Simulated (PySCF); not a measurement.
System: sum formula SiAsH4 (charge -1, singlet). It need not be the lowest isomer of its formula. Whether it binds its extra electron was not tested at this geometry. SMILES: [SiH2-][AsH2]
Structure (B3LYP-D3(BJ)/def2-TZVP (Ansatz) minimum search):
```xyz
6

Si    -1.7161    -0.1643     0.1121
As     0.7750     0.0743    -0.0506
H     -1.9046     1.0740    -0.7873
H     -1.7243     0.6839     1.3999
H      0.9514    -0.7636    -1.3285
H      1.1282    -1.1461     0.8165
```
Charge -1, spin multiplicity 1.

Dispersion corrections to the total energy (kcal/mol) from the dftd3 and dftd4 libraries through PySCF: D3(BJ) without and D4 with the three-body term, each with the damping fitted for the functional named.

| functional | D3(BJ) | D4 |
|---|---|---|
| B2GP-PLYP | -3.28 | ___ |
| TPSSh | ___ | -4.36 |
| BLYP | -6.48 | -7.95 |
| BP86 | -5.15 | ___ |
| r2SCAN | -0.73 | -0.80 |
| HSE06 | -2.10 | -2.84 |
| TPSS | -3.65 | -4.86 |

**Question.** Fill in the missing entries.

**Answer.** 
- B2GP-PLYP, D4: -1.51
- TPSSh, D3(BJ): -3.39
- BP86, D4: -4.90
